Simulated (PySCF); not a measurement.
**Spinor energies of Ca (calcium, neutral)**

Start: [Ar] 4s2. Calculated with PySCF 2.14 in x2c-TZVPPall-2c with one added diffuse shell each of s, p, d type (7s8p4d, 51 functions): generalised Hartree-Fock with the X2C-1e Hamiltonian and a Gaussian nucleus; spin-orbit coupling (SO) screened by Boettger's factors.

| spinor shell | electrons | ε, screened SO (eV) | weight of nominal j (screened SO) | rms radius, screened SO (bohr) |
| --- | --- | --- | --- | --- |
| 1s1/2 | 2 | -4084.7 | 1.000 | 0.0888 |
| 2s1/2 | 2 | -461.56 | 1.000 | 0.393 |
| 2p1/2 | 2 | -373.61 | 1.000 | 0.361 |
| 2p3/2 | 4 | -369.77 | 1.000 | 0.363 |
| 3s1/2 | 2 | -61.541 | 1.000 | 1.24 |
| 3p1/2 | 2 | -36.719 | 1.000 | 1.38 |
| 3p3/2 | 4 | -36.292 | 1.000 | 1.38 |
| 4s1/2 | 2 | -5.343 | 1.000 | 4.51 |

```json
{"quantity": "E (hartree)", "screened SO": "-679.62172"}
{"quantity": "M_J", "screened SO": "0"}
{"quantity": "⟨J²⟩", "screened SO": "0.000"}
{"quantity": "⟨L²⟩", "screened SO": "0.000"}
{"quantity": "⟨S²⟩", "screened SO": "0.000"}
```
